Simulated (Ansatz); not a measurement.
C$_{2}$H$_{5}$GaO. The species carries charge 0 and has multiplicity 1. The bonds changed during the relaxation, so this is another structure than the one it started from.

| atom | x (Å) | y (Å) | z (Å) |
| --- | --- | --- | --- |
| C1 | 0.632 | -0.147 | -0.228 |
| C2 | -0.709 | -0.654 | 0.261 |
| Ga3 | 0.276 | 2.976 | -0.118 |
| O4 | 0.693 | 1.244 | -0.260 |
| H5 | 1.430 | -0.529 | 0.423 |
| H6 | 0.830 | -0.541 | -1.234 |
| H7 | -0.910 | -0.295 | 1.273 |
| H8 | -0.728 | -1.747 | 0.275 |
| H9 | -1.513 | -0.307 | -0.393 |

(1) What are the harmonic wavenumbers in cm⁻¹ at PBE0-D4/def2-TZVP (Ansatz, finite differences of forces, unscaled)? (Estimate.)

(2) Is this a minimum?

(3) Give the ideal-gas thermochemistry at 298.15 K and 1 bar (rigid rotor, harmonic oscillator; point group Cs, symmetry number 1).

(4) And at 400, 500, 600, 800 and 1000 K?

Answers

(1) Computed: 33, 38, 279, 402, 507, 802, 932, 1103, 1169, 1199, 1303, 1382, 1402, 1475, 1486, 1509, 2998, 3025, 3043, 3121, 3124.

(2) Yes, all 21 modes are real.

(3) Zero-point energy 181.4 kJ/mol; H(298) − E = 199.0 kJ/mol; entropy 338.0 J/(mol·K), of which translation 168.0, rotation 108.6, vibration 61.5; G(298) − E = 98.3 kJ/mol. Modes under 100 cm⁻¹ are hindered rotations or soft bends, so the harmonic entropy is rough.

(4) 
```csv
T (K),H − E (kJ/mol),S (J/mol/K),G − E (kJ/mol)
400,207.8,363.2,62.5
500,217.9,385.7,25.1
600,229.3,406.5,-14.6
800,255.4,443.9,-99.7
1000,284.9,476.7,-191.8
```
